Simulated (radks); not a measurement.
Results of a calculation; reference values are marked as such.
These are the eigenvalues of the occupied orbitals of an atom or ion with whole-number occupations (hartree). Code: a radial shooting solver on a logarithmic mesh with Libxc functionals. Model: scalar-relativistic Kohn-Sham, r2SCAN, spin-polarised, spherical densities, finite nucleus; meta-GGA in the generalised Kohn-Sham scheme; Fermi nuclear charge, rms radius of each element as measured or else 0.836 A^(1/3) + 0.57 fm.

| orbital | eigenvalue |
|---|---|
| 1s up | -1068.494 |
| 1s down | -1068.492 |
| 2s down | -162.1269 |
| 2s up | -162.1268 |
| 2p up | -145.4623 |
| 2p down | -145.4617 |
| 3s up | -31.75630 |
| 3s down | -31.75575 |
| 3p up | -26.27081 |
| 3p down | -26.27006 |
| 3d up | -17.84295 |
| 3d down | -17.84223 |
| 4s up | -5.34920 |
| 4s down | -5.34746 |
| 4p up | -3.68576 |
| 4p down | -3.68436 |
| 4d up | -1.27231 |
| 4d down | -1.26874 |
| 5s up | -0.68344 |
| 5s down | -0.64425 |
| 5p up | -0.39514 |

Which element is it, and in what charge state? The configuration may be excited. Open shells, if any, are filled with parallel spins first.

Answer. Z = 50, tin, charge +1: Sn+ in [Kr] 4d10 5s2 5p1. The list shows which subshells hold electrons but not how many an open one holds; the 1s level, -1068.5 hartree, gives Z - s = 46.2 by -(Z - s)^2/2, which with screening and relativity narrows Z to a few neighbours, and the depths of the outer levels then fix element, charge and occupations together.
